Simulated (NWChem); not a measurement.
Molecule: CuH$_{2}$O$_{2}$, doublet; SMILES [OH][Cu][OH]

```xyz
5

Cu     0.0000     0.0000    -0.0230
O     -1.7464     0.0000    -0.0964
H     -2.2107     0.0000     0.7491
O      1.7464     0.0000    -0.0964
H      2.2107     0.0000     0.7491
```
Atoms are numbered in this order, from 1.

Results from NWChem. Spin-unrestricted. In the optimisation the excess spin sits in a2 (C2v, its own frame). All runs use the structure optimised with PBE0/def2-SVP, spin-unrestricted. The spin multiplicity was typed, not searched, and may not be the lowest. No stability test was run on the SCF state. Vzz is the largest principal value of the second derivative of the potential at the nucleus (NWChem prints the opposite sign); η is the asymmetry. Non-relativistic.

```
level          Vzz Cu1 (a.u.)  η Cu1  Vzz O4 (a.u.)  η O4
-------------  --------------  -----  -------------  ----
UHF/def2-TZVP           3.184   0.11          1.399  0.34
PBE/def2-TZVP           1.233   0.23          0.985  0.66
PBE/def2-SVP              ___    ___            ___  0.63
```

Problem. Some entries are withheld; supply them.

Solution. 
- PBE/def2-SVP, Vzz Cu1 (a.u.): -1.095
- PBE/def2-SVP, η Cu1: 0.81
- PBE/def2-SVP, Vzz O4 (a.u.): 1.047
